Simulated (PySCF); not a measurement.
CH2S3, SMILES `S=C(S)S` (S–C–S–H torsion 0°, S–C–S–H torsion -180°), neutral singlet in the gas phase. 

Cartesian coordinates (Å):
```xyz
6

S     -0.3968     1.7148    -1.0429
C     -0.2227     0.3662    -0.1450
S      1.1735    -0.7009    -0.1450
S     -1.5003    -0.1332     0.9452
H      1.8706    -0.0003    -1.0554
H     -0.9244    -1.2466     1.4431
```
Charge 0, multiplicity 1.

All levels are single points at this geometry (B3LYP-D3(BJ)/def2-TZVP); Pople sets use spherical d functions. Orbital energies aren't observables, and empty levels follow the basis.

M06-2X/6-31G* in PySCF gives HOMO (eV) = -7.96.

Estimate the HOMO (eV) from each of these levels: PBE-D3(BJ)/def2-TZVP in PySCF; TPSSh-D3(BJ)/def2-TZVP in PySCF; B3LYP/3-21G in PySCF; B3LYP/6-311+G** in PySCF; B3LYP/6-31G* in PySCF; BP86/6-31G* in PySCF; HF/3-21G in PySCF; HF/STO-3G in PySCF.


```tsv
level	HOMO (eV)
PBE-D3(BJ)/def2-TZVP in PySCF	-5.63
TPSSh-D3(BJ)/def2-TZVP in PySCF	-6.18
B3LYP/3-21G in PySCF	-6.62
B3LYP/6-311+G** in PySCF	-6.67
B3LYP/6-31G* in PySCF	-6.50
BP86/6-31G* in PySCF	-5.68
HF/3-21G in PySCF	-9.72
HF/STO-3G in PySCF	-5.87
```
